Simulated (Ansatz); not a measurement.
A series at Sn: from `N#[C][Sn]([C]#N)([C]#N)[C]#N`, ligands are replaced one by one, each step taking up H₂ and setting free `C#N`; n counts the steps. Ansatz, PBE0-D4/def2-TZVP geometries.

```csv
n,molecule,"HOMO energy, ωB97M-V/def2-TZVPP (eV)"
0,`N#[C][Sn]([C]#N)([C]#N)[C]#N`,-13.60
1,`N#[C][SnH]([C]#N)[C]#N`,-12.97
2,`N#[C][SnH2][C]#N`,-12.31
3,`N#[C][SnH3]`,?
4,`[SnH4]`,-11.38
```

Question: By hand: fit a straight line y = ȳ + b (n − n̄) to the 4 given rows and predict n = 3.

Answer: n̄ = 1.750, ȳ = -12.565; Σ(n − n̄)(y − ȳ) = 4.845, Σ(n − n̄)² = 8.750, so b = 0.554 eV a step. Prediction: -12.565 + (0.554) × (1.250) = -11.87 eV.

Question: By hand: compare with the computed value, -11.78 eV, and give the steps along the whole series.

Answer: The line misses by 0.09 eV (computed minus predicted). Steps: 0.63, 0.66, 0.53, 0.40 eV.

The steps differ by up to 0.26 eV without a steady trend. The highest orbital can change its character along such a series. The miss is 4.1 % of the series' range.
